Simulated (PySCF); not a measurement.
SCF from a fresh guess for quintet H2RuS, at the PBE0 minimum. PySCF input:

```python
from pyscf import gto, scf, dft
mol = gto.M(atom='''
Ru    -0.461580     0.000000     0.000000
S      1.623980    -0.000000     0.000000
H     -2.423750     0.391510     0.000000
H     -2.423750    -0.391510     0.000000''',
    basis={'Ru': 'def2-TZVP', 'S': 'def2-TZVP', 'H': 'def2-TZVP'},
    ecp={'Ru': 'def2-TZVP'},
    charge=0, spin=4)
mf = dft.UKS(mol, xc='PBE0')
mf.grids.atom_grid = (50, 194)
aux = {'Ru': 'def2-universal-JKFIT', 'S': 'def2-universal-JKFIT', 'H': 'def2-universal-JKFIT'}
mf = mf.density_fit(auxbasis=aux)
mf.conv_tol = 1e-08
mf.diis_space = 10
mf.max_cycle = 60
mf.init_guess = 'minao'
mf.verbose = 4
mf.kernel()
```

Excerpt of the output (cycles alone):

```
init E= -486.155150932312
cycle= 1 E= -493.272448220737  delta_E= -7.12  |g|= 1.34  |ddm|= 2.97
cycle= 2 E= -484.202764750871  delta_E= 9.07  |g|= 3.08  |ddm|= 9.31
cycle= 3 E= -493.657609462682  delta_E= -9.45  |g|= 0.864  |ddm|= 9.28
cycle= 4 E= -493.91250098761  delta_E= -0.255  |g|= 0.575  |ddm|= 0.904
cycle= 5 E= -494.083040311898  delta_E= -0.171  |g|= 0.173  |ddm|= 0.533
cycle= 6 E= -494.090850980572  delta_E= -0.00781  |g|= 0.123  |ddm|= 0.128
cycle= 7 E= -494.095088870042  delta_E= -0.00424  |g|= 0.0728  |ddm|= 0.0533
cycle= 8 E= -494.097606160715  delta_E= -0.00252  |g|= 0.0269  |ddm|= 0.0486
cycle= 9 E= -494.097962257208  delta_E= -0.000356  |g|= 0.00177  |ddm|= 0.0233
cycle= 10 E= -494.097965438853  delta_E= -3.18e-06  |g|= 0.00197  |ddm|= 0.00328
cycle= 11 E= -494.097968424145  delta_E= -2.99e-06  |g|= 0.000389  |ddm|= 0.00241
cycle= 12 E= -494.097969225768  delta_E= -8.02e-07  |g|= 0.000172  |ddm|= 0.00187
cycle= 13 E= -494.097969377896  delta_E= -1.52e-07  |g|= 5.68e-05  |ddm|= 0.000951
cycle= 14 E= -494.097969392554  delta_E= -1.47e-08  |g|= 2.42e-05  |ddm|= 0.000245
cycle= 15 E= -494.097969395468  delta_E= -2.91e-09  |g|= 1.11e-05  |ddm|= 0.000131
Extra cycle  E= -494.097969395058  delta_E= 4.1e-10  |g|= 3.38e-05  |ddm|= 3.45e-05
converged SCF energy = -494.097969395058  <S^2> = 6.0116227  2S+1 = 5.0046469
```

No lower solution of this spin was found from smeared starts or by a stability analysis within the unrestricted form.

Other spin states or occupations of the open shell can lie lower.

The search for the lowest solution, 3 starts and the stability check together, took 8.8 s on 4 threads of a shared Arm Neoverse V1 host, with 89 basis functions; the process peaked at 0.51 GiB. Launch command: `OMP_NUM_THREADS=4 python axn.py task.json out`.
